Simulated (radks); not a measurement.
Numerical settings for neutral boron, [He] 2s2 2p1. Method: Dirac Kohn-Sham, PBE, spin-unpolarised, spherical densities, finite nucleus; open shells fill j = l - 1/2 first; Fermi nuclear charge, rms radius 2.406 fm; computed with a radial shooting solver on a logarithmic mesh with Libxc functionals. The defaults (mesh step 0.008 in ln r, mesh end at 40 bohr or more with all orbitals vanishing there, Anderson mixing 0.5 over 9 steps, residual threshold near 1e-9 with the energy settled to 1e-9 hartree or 1e-11 of itself, here a cap of 74 iterations) give E = -24.6033 hartree and 2p1/2 at -3.608 eV in 13 iterations. Times are rough (one thread of a shared host). Changes against that run (0 stands for a change within the tolerance of the run):

\begin{tabular}{lrrrrr}
setting & iterations & converged & E (mhartree) & e(2p1/2) (meV) & CPU (s) \\ \hline
mesh step in ln r 0.005 & 13 & yes & 0 & 0 & 0.08 \\
mesh step in ln r 0.012 & 13 & yes & 0 & 0 & 0.04 \\
mesh step in ln r 0.08 & 13 & yes & -0.000888 & 0 & 0.02 \\
mesh end (bohr) 12 & 13 & yes & +0.0166 & +3.19 & 0.05 \\
mesh end (bohr) 1 & 13 & level above zero & +2.58e+04 & +2.09e+05 & 0.03 \\
residual threshold 0.001 & 8 & yes & 0 & +0.21 & 0.04 \\
residual threshold 1e-05 & 9 & yes & 0 & +0.0836 & 0.04 \\
mixing 0.05 & 17 & yes & 0 & 0 & 0.07 \\
linear mixing, mixing 0.8 & 16 & yes & 0 & 0 & 0.06 \\
linear mixing, mixing 0.05 & 74 & no & +0.00531 & -102 & 0.22 \\
mixing history 3 & 16 & yes & 0 & 0 & 0.06 \\
iteration cap 5 & 5 & no & +0.012 & -63.9 & 0.02 \\
\end{tabular}

Settled on a wrong energy, with an occupied level pushed above zero by the early mesh end: mesh end (bohr) 1 (+25.8 hartree). Apart from these: no run marked as converged misses the energy by more than 1 mhartree. A mesh that ends early acts as a hard wall.
